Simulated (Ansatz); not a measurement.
Calculated with Ansatz (gas phase, PBE0-D4/def2-TZVP geometries, no zero-point term in ΔE). CCSD(T)/CBS is the MP2 limit (def2-TZVPP, def2-QZVPP) plus CCSD(T) − MP2 in def2-TZVPP, frozen cores. This one scheme is used for every species. DFT in def2-TZVPP. B3LYP here is the variant with VWN-RPA as its local correlation; programs differ in this. No spin–orbit coupling; open shells (•) take unrestricted orbitals. Each species was taken in one conformer, which may not be the lowest.

`BN[SiH2]OC` → `[BH2]`• + `CO[SiH2][NH]`•  (homolysis of the B–N bond)

`BN[SiH2]OC`:

Z-matrix (Å, degrees):
```
Si
N 1 1.730
O 1 1.639 2 108.1
H 1 1.490 2 110.4 3 -117.9
H 1 1.482 2 107.5 3 121.4
B 2 1.400 1 126.2 3 -110.3
H 2 1.011 1 116.8 3 68.3
C 3 1.408 1 123.4 2 -167.8
H 6 1.198 2 119.7 1 179.5
H 6 1.198 2 118.9 1 -0.8
H 8 1.097 3 111.7 1 48.3
H 8 1.095 3 111.3 1 -73.3
H 8 1.091 3 108.3 1 167.6
```

`[BH2]`•:

Z-matrix (Å, degrees):
```
B
H 1 1.191
H 1 1.191 2 129.5
```

`CO[SiH2][NH]`•:

```xyz
10

C     0.483   -0.277   -1.439
O    -0.475   -0.645   -0.475
Si   -0.800    0.230    0.873
N     0.347    0.219    2.175
H     1.499   -0.511   -1.099
H     0.288   -0.841   -2.352
H     0.433    0.793   -1.674
H    -2.055   -0.332    1.426
H    -0.934    1.670    0.513
H     1.213   -0.306    2.052
```

| level | ΔE (eV) | difference from CCSD(T)/CBS |
| --- | --- | --- |
| PBE-D4 | 6.43 | -0.12 |
| r2SCAN-D4 | 6.22 | -0.33 |
| PBE0-D4 | 6.40 | -0.15 |
| B3LYP-D4 | 6.34 | -0.21 |
| ωB97X-V | 6.49 | -0.06 |
| ωB97M-V | 6.58 | 0.03 |
| B2PLYP | 6.39 | -0.16 |
| PBE | 6.36 | -0.19 |
| r2SCAN | 6.20 | -0.35 |
| PBE0 | 6.35 | -0.20 |
| B3LYP | 6.24 | -0.31 |
| HF/def2-TZVPP | 5.04 | -1.51 |
| MP2/def2-TZVPP | 6.70 | 0.15 |
| SCS-MP2/def2-TZVPP | 6.57 | 0.02 |
| CCSD/def2-TZVPP | 6.31 | -0.24 |
| CCSD(T)/def2-TZVPP | 6.43 | -0.12 |
| HF/def2-QZVPP | 5.04 | -1.51 |
| MP2/def2-QZVPP | 6.77 | 0.22 |
| SCS-MP2/def2-QZVPP | 6.64 | 0.09 |
| HF/CBS(def2) | 5.04 | -1.51 |
| MP2/CBS(def2) | 6.81 | 0.26 |
| CCSD/CBS(def2) | 6.43 | -0.12 |
| CCSD(T)/CBS | 6.55 | 0 |

Largest T1 diagnostic among the species: 0.013.

The D4 term adds +0.10 eV with B3LYP and +0.05 eV with PBE0; it sums over pairs of atoms, weighted by their polarisabilities, and B3LYP, whose exchange is more repulsive, gets the larger term. In def2-TZVPP, CCSD(T) changes the Hartree–Fock value by +1.39 eV (the triples alone add +0.12 eV) and MP2 by +1.66 eV; breaking electron pairs costs correlation energy, which Hartree–Fock lacks.
